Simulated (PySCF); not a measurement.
SMILES [SiH3]C[SiH2]Cl (CH7ClSi2) (CAM-B3LYP/def2-SVP optimised geometry):

```
11

Si     0.907    -1.009    -0.264
C      0.045     0.649     0.000
Si    -1.821     0.649     0.000
Cl    -2.523    -0.300    -1.709
H      0.736    -1.473    -1.666
H      0.341    -2.032     0.659
H      2.363    -0.868     0.020
H      0.402     1.354    -0.769
H      0.366     1.057     0.975
H     -2.347    -0.092     1.175
H     -2.363     2.032     0.000
```

Method: CAM-B3LYP/def2-TZVP in PySCF.

Question: What are the frontier orbital energies and the dipole moment?

Answer: HOMO-2 -10.83 eV, HOMO-1 -10.20 eV, HOMO -10.07 eV, LUMO 1.15 eV, LUMO+1 1.36 eV; dipole moment 1.96 D.

On the same geometry PBE/def2-TZVP in PySCF gives HOMO-2 -8.08 eV, HOMO-1 -7.47 eV, HOMO -7.42 eV, LUMO -0.69 eV, LUMO+1 -0.42 eV; dipole moment 1.86 D.

Meta-Löwdin charges at CAM-B3LYP/def2-TZVP: Si1 0.52, C2 -0.70, Si3 0.73, Cl4 -0.32, H5 -0.10, H6 -0.10, H7 -0.10, H8 0.14, H9 0.14, H10 -0.11, H11 -0.10.
